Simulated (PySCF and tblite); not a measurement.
C4H7FO2, numbered as in [F:1][CH:2]1[CH2:3][O:4][CH2:5][O:6][CH2:7]1.

Geometries PBE0-D3(BJ)/def2-SVP; weights from PBE0-D3(BJ)/def2-TZVP energies and GFN2-xTB thermal corrections, with symmetry numbers and mirror pairs. Conformers within 4 kcal/mol (GFN2-xTB free energy) were kept, 7 at most. Couplings: B3LYP/pcSseg-1 with pcJ-1 on H, F (gas phase; spin-dipole term only for pairs with B, N, F, Si or P). Couplings are for ¹⁹F, ¹H. Of two unlike H on one atom, a is the less shielded (PBE0/pcSseg-1). (PySCF 2.14, tblite 0.8.)

The 6-ring runs over atoms 2–3–4–5–6–7. Of a mirror pair one member is shown.

| conformer | shape | weight % |
| --- | --- | --- |
| 1 | 6-ring chair (all substituents equatorial) | 57.9 |
| 2 | 6-ring chair (F1 axial) | 41.9 |
| 3 | 6-ring twist-boat (ring torsions 66, -35, -32, 69, -34, -28°) | 0.3 |

**Question.** Give the couplings in each conformer and the averages at 298.15 K (pairs that fast motion interchanges averaged).

**Answer.** 
```
   coupling  pairs      1      2      3  average (Hz)
  ²J(F1,H2)      1   56.9   53.5   62.7          55.5
 ³J(F1,H3b)      2    5.3   14.5   24.6           9.2
 ³J(F1,H3a)      2    0.0   37.0   18.3          15.5
 ⁵J(F1,H5a)      1    4.1    0.4   -0.4           2.5
 ³J(H2,H3b)      2   10.4    1.8    4.4           6.8
 ³J(H2,H3a)      2    5.9    1.8    7.0           4.2
²J(H3b,H3a)      2  -12.1  -14.3  -13.8         -13.0
⁴J(H3b,H5a)      2   -0.9   -0.9   -0.9          -0.9
⁴J(H3b,H7b)      1    0.0    3.0   -0.3           1.3
⁴J(H3b,H7a)      2   -0.7   -0.3   -0.5          -0.5
⁴J(H3a,H5b)      2   -0.8   -0.9   -0.8          -0.9
⁴J(H3a,H7a)      1    2.2    0.9   -0.5           1.6
²J(H5b,H5a)      1   -7.8   -8.1   -3.7          -7.9
```

Computed couplings to fluorine can be off by tens of per cent at such levels.
